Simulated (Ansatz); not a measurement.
Ideal-gas functions of `[OH][W]([F])([F])([F])([F])[Cl]` at 600 K and 1 bar, from an Ansatz frequency run at PBE0-D4/def2-TZVP.

Molar mass 312.29 g/mol, point group Cs (symmetry number 1), electronic degeneracy 1, moments of inertia 253.993, 369.267, 373.859 u Å². Harmonic wavenumbers (cm⁻¹, unscaled): 103, 104, 144, 169, 225, 239, 265, 306, 317, 371, 386, 473, 648, 668, 697, 721, 799, 3916.

Use S(trans) = R[1.5 ln M + 2.5 ln T − 1.1517]; rotational temperatures θ = 24.2544 K / I; S(rot) = R[ln(√π/σ · √(T³/θAθBθC)) + 1.5]; for each mode x = 1.438777 ν̃/T, S = R[x/(eˣ − 1) − ln(1 − e⁻ˣ)] and H = RT x/(eˣ − 1); 1 cm⁻¹ = 0.0119627 kJ/mol; R = 8.31446 J/(mol·K).

Question: By hand: the entropy, in J/(mol·K).

Answer: Translation 195.0. Rotation: θ = 0.0955, 0.0657, 0.0649 K, giving 129.5. Vibration, mode by mode: 19.96, 19.88, 17.20, 15.88, 13.54, 13.06, 12.22, 11.07, 10.79, 9.56, 9.25, 7.70, 5.44, 5.23, 4.95, 4.73, 4.07, 0.01, in all 184.5. Electronic 0.0. Sum 509.0 J/(mol·K).

Question: By hand: H − E and G − E in kJ/mol, counted from the electronic energy.

Answer: Zero-point energy ½ × 10551 × 0.0119627 = 63.1; thermal vibration 53.1; translation, rotation and pV give 4 RT = 20.0. H − E = 136.2 kJ/mol, and G − E = 136.2 − 600 × 509.0/1000 = -169.2 kJ/mol.

Vibration gives 36 % of the entropy, 57.0 J/(mol·K) of it from the modes under 150 cm⁻¹: soft modes count most, and the harmonic formula is weakest for them. The sum counts one conformer and one mirror image; others add a mixing term.
